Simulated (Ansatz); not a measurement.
Born–Oppenheimer molecular dynamics of C2H4AlN (8 atoms, charge 0, multiplicity 1). It starts at the highest image of a converged band, a first-order saddle point between two minima.

Level of theory: RKS PBE-D4/def2-SVP (Ansatz).

```yaml
ensemble: NVE (velocity Verlet)
time_step: 0.5 fs
steps_asked: 200
starting_velocities_drawn_for: 100 K
seed: 6508
```

First frame:

```xyz
8
Properties=species:S:1:pos:R:3
C -0.232 1.885 0.251
C -0.060 0.573 0.192
N 0.085 -0.646 0.005
Al 0.669 -2.345 -0.690
H -0.125 2.505 -0.656
H -0.467 2.388 1.202
H -0.610 -1.161 -1.004
H 0.833 -3.257 0.644
```

Q: How far do the bonds stretch over the last three quarters of this one trajectory? (Pairs bonded in most of those frames.)

A: 
| bond | mean (Å) | spread (Å) | shortest | longest |
| --- | --- | --- | --- | --- |
| C1–C2 | 1.335 | 0.012 | 1.31 | 1.36 |
| C1–H5 | 1.102 | 0.010 | 1.09 | 1.12 |
| C1–H6 | 1.101 | 0.008 | 1.09 | 1.12 |
| C2–N3 | 1.218 | 0.014 | 1.19 | 1.24 |
| N3–Al4 | 1.809 | 0.026 | 1.76 | 1.84 |
| Al4–H7 | 1.758 | 0.180 | 1.40 | 2.02 |
| Al4–H8 | 1.684 | 0.109 | 1.53 | 1.95 |

Mean temperature of the second half: 1731 K. The conserved energy stayed within 0.37 meV per atom of its start (net change -0.22 meV per atom), so the integration is sound. The system heated up, since it started high on the potential surface and ran downhill. A run of 0.1 ps of so small a system gives no equilibrium averages. The orbitals stay closed-shell, which can raise the energy where a bond breaks towards radicals; this wasn't checked here.

The run took 11 min on 1 thread of Arm Neoverse N1, with other jobs on the host, peak memory 0.12 GiB.
